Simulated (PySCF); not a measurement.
Al(Me)(NH2)2 (CH7AlN2), SMILES [NH2][Al]([CH3])[NH2].

Geometry: B3LYP-D3(BJ)/def2-SVP. The structure was generated by enumeration; whether it is a known compound was not checked. The values are those of a single conformer.

Level of theory: TDA-CAM-B3LYP/def2-SVPD (PySCF 2.14.0).

Vertical excitations. 

**Question.** List the lowest excited states. (Estimate from the structure and the level; the computed values follow.)

**Answer.** 
```csv
state,energy (eV),λ (nm),f,main pairs
S1,5.63,220,0.000,HOMO→LUMO 91 %
S2,6.35,195,0.145,"HOMO−1→LUMO 79 %, HOMO→LUMO+3 16 %"
S3,7.21,172,0.108,HOMO−2→LUMO 89 %
S4,7.26,171,0.044,"HOMO→LUMO+1 67 %, HOMO→LUMO+2 17 %"
S5,7.34,169,0.085,HOMO→LUMO+2 77 %
S6,7.51,165,0.002,"HOMO→LUMO+3 66 %, HOMO−1→LUMO 16 %, HOMO−1→LUMO+4 11 %"
S7,7.66,162,0.006,"HOMO→LUMO+4 58 %, HOMO−1→LUMO+3 28 %"
S8,7.85,158,0.002,"HOMO−1→LUMO+1 49 %, HOMO→LUMO+6 16 %, HOMO−2→LUMO+2 12 %, HOMO−1→LUMO+5 10 %"
S9,7.97,156,0.024,HOMO−2→LUMO+2 74 %
S10,8.03,154,0.139,HOMO−1→LUMO+2 87 %
T1,5.34,232,0,HOMO→LUMO 85 %
T2,5.86,211,0,"HOMO−1→LUMO 70 %, HOMO→LUMO+3 21 %"
T3,6.20,200,0,HOMO→LUMO+2 86 %
T4,6.78,183,0,HOMO−2→LUMO 80 %
```
Triplets are in the Tamm–Dancoff approximation.
